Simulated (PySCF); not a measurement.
CH$_{3}$Cl$_{3}$Sn, triplet, at the geometry of the source list (a higher spin typed on purpose: for a closed-shell molecule this is an excited state) (all electrons, no relativity); CAMB3LYP/STO-3G (PySCF).

The PySCF input:
```python
from pyscf import gto, scf, dft

mol = gto.M(
    atom='''
C    -1.30240000   -0.19520000    0.04370000
Sn    0.88950000    0.13090000   -0.02900000
Cl    1.93030000   -1.18170000   -1.64230000
Cl    1.43730000    2.34060000   -0.52760000
Cl    1.91810000   -0.36690000    1.99090000
H    -1.47170000   -1.18730000    0.44430000
H    -1.72180000    0.56790000    0.68830000
H    -1.67940000   -0.10830000   -0.96840000
''',
    basis='sto-3g',
    spin=2,
    verbose=4,
)

mf = dft.UKS(mol)
mf.xc = 'camb3lyp'
mf.kernel()
```

Task: What does PySCF print? Leave out banner, timings and long lists.

Result: 
```
PySCF version 2.14.0

[INPUT] verbose = 4
[INPUT] num. atoms = 8
[INPUT] num. electrons = 110
[INPUT] charge = 0
[INPUT] spin (= nelec alpha-beta = 2S) = 2
[INPUT] symmetry False subgroup None
[INPUT] Mole.unit = angstrom
[INPUT] Symbol           X                Y                Z      unit          X                Y                Z       unit  Magmom
[INPUT]  1 C     -1.302400000000  -0.195200000000   0.043700000000 AA   -2.461179304634  -0.368874539515   0.082581031643 Bohr   0.0
[INPUT]  2 Sn     0.889500000000   0.130900000000  -0.029000000000 AA    1.680911387801   0.247365149706  -0.054802057612 Bohr   0.0
[INPUT]  3 Cl     1.930300000000  -1.181700000000  -1.642300000000 AA    3.647738338248  -2.233089361399  -3.103497214373 Bohr   0.0
[INPUT]  4 Cl     1.437300000000   2.340600000000  -0.527600000000 AA    2.716103358837   4.423092967157  -0.997019503321 Bohr   0.0
[INPUT]  5 Cl     1.918100000000  -0.366900000000   1.990900000000 AA    3.624683679528  -0.693340515103   3.762255741397 Bohr   0.0
[INPUT]  6 H     -1.471700000000  -1.187300000000   0.444300000000 AA   -2.781109937522  -2.243671827696   0.839605317144 Bohr   0.0
[INPUT]  7 H     -1.721800000000   0.567900000000   0.688300000000 AA   -3.253730441276   1.073175466140   1.300698491538 Bohr   0.0
[INPUT]  8 H     -1.679400000000  -0.108300000000  -0.968400000000 AA   -3.173606053595  -0.204657339290  -1.830010779029 Bohr   0.0

nuclear repulsion = 876.062972368743
number of shells = 32
number of NR pGTOs = 186
number of NR cGTOs = 62
basis = sto-3g
ecp = {}

******** <class 'pyscf.dft.uks.UKS'> ********
method = UKS
initial guess = minao
damping factor = 0
level_shift factor = 0
DIIS = <class 'pyscf.scf.diis.CDIIS'>
diis_start_cycle = 1
diis_space = 8
diis_damp = 0
SCF conv_tol = 1e-09
SCF conv_tol_grad = None
SCF max_cycles = 50
direct_scf = True
direct_scf_tol = 1e-13
number electrons alpha = 56  beta = 54
XC library pyscf.dft.libxc version 7.1.2
    S. Lehtola, C. Steigemann, M. J. T. Oliveira, and M. A. L. Marques,  SoftwareX 7, 1–5 (2018)
XC functionals = camb3lyp
    T. Yanai, D. P. Tew, and N. C. Handy,  Chem. Phys. Lett. 393, 51 (2004)
radial grids:
    Treutler-Ahlrichs [JCP 102, 346 (1995); DOI:10.1063/1.469408] (M4) radial grids

becke partition: Becke, JCP 88, 2547 (1988); DOI:10.1063/1.454033
pruning grids: <function nwchem_prune>
grids dens level: 3
symmetrized grids: False
atomic radii adjust function: <function treutler_atomic_radii_adjust>
small_rho_cutoff = 0
Set gradient conv threshold to 3.16228e-05
tot grids = 122144
init E= -7353.40198840148

cycle= 1 E= -7370.32999471594  delta_E= -16.9  |g|= 0.258  |ddm|= 2.95

cycle= 2 E= -7370.38249931661  delta_E= -0.0525  |g|= 0.207  |ddm|= 1.35

cycle= 3 E= -7370.41599060549  delta_E= -0.0335  |g|= 0.0537  |ddm|= 0.593

cycle= 4 E= -7370.41872038493  delta_E= -0.00273  |g|= 0.00783  |ddm|= 0.145

cycle= 5 E= -7370.41886688223  delta_E= -0.000146  |g|= 0.00203  |ddm|= 0.0399

cycle= 6 E= -7370.41887794237  delta_E= -1.11e-05  |g|= 0.00116  |ddm|= 0.0137

cycle= 7 E= -7370.4188827704  delta_E= -4.83e-06  |g|= 0.000588  |ddm|= 0.00909

cycle= 8 E= -7370.41888557253  delta_E= -2.8e-06  |g|= 0.000399  |ddm|= 0.00845

cycle= 9 E= -7370.41888702623  delta_E= -1.45e-06  |g|= 0.000177  |ddm|= 0.00759

cycle= 10 E= -7370.41888753445  delta_E= -5.08e-07  |g|= 6.61e-05  |ddm|= 0.00609

cycle= 11 E= -7370.41888756881  delta_E= -3.44e-08  |g|= 3.43e-05  |ddm|= 0.00144

cycle= 12 E= -7370.41888757488  delta_E= -6.07e-09  |g|= 2.16e-05  |ddm|= 0.00054

cycle= 13 E= -7370.41888757772  delta_E= -2.84e-09  |g|= 1.61e-05  |ddm|= 0.000232

cycle= 14 E= -7370.41888758121  delta_E= -3.49e-09  |g|= 1.11e-05  |ddm|= 0.000368

cycle= 15 E= -7370.4188875843  delta_E= -3.1e-09  |g|= 5.96e-06  |ddm|= 0.000543

cycle= 16 E= -7370.41888758497  delta_E= -6.66e-10  |g|= 2.2e-06  |ddm|= 0.000418

Extra cycle  E= -7370.41888758499  delta_E= -2e-11  |g|= 1.46e-06  |ddm|= 1.59e-05
converged SCF energy = -7370.41888758499  <S^2> = 2.0093724  2S+1 = 3.0062418
```
